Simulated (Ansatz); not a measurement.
C2H6GeS can be A, `C[C](=S)[GeH3]`, or B, `S[CH]1[CH2][GeH2]1`.

Computed with Ansatz on PBE0-D4/def2-TZVP structures; ΔE is electronic, products minus reactants. CCSD(T)/CBS adds triple-zeta CCSD(T) − MP2 to the extrapolated MP2 energy (def2 sets, frozen cores). Functionals use def2-TZVPP. B3LYP here is the variant with VWN-RPA as its local correlation; programs differ in this. For Ge outer-core shells are correlated without core-valence functions, which leaves a few kJ/mol of doubt a bond. Scalar relativity is left out up to krypton. Each species was taken in one conformer, which may not be the lowest.

Task: Which is lower in electronic energy at CCSD(T)/CBS, and by how much? (Estimate.)

Result: The calculation gave: A, by 50.9 kJ/mol.

Task: Give E(B) − E(A) in kJ/mol with B2PLYP, HF/def2-TZVPP, B3LYP-D4, CCSD/def2-TZVPP, ωB97M-V, CCSD(T)/def2-TZVPP, MP2/def2-TZVPP. (Estimate.)

Result: Computed: B2PLYP 63.0, HF/def2-TZVPP 80.0, B3LYP-D4 66.3, CCSD/def2-TZVPP 57.1, ωB97M-V 51.7, CCSD(T)/def2-TZVPP 58.1, MP2/def2-TZVPP 48.5. None reverses the order clearly.

Largest T1 diagnostic: 0.014.

In def2-TZVPP, CCSD(T) changes the Hartree–Fock value by −21.9 kJ/mol (the triples alone add +0.9 kJ/mol) and MP2 by −31.5 kJ/mol. From PBE to PBE0 (25 % exact exchange), in def2-TZVPP and without D4, E(B) − E(A) moves by −5.6 kJ/mol.
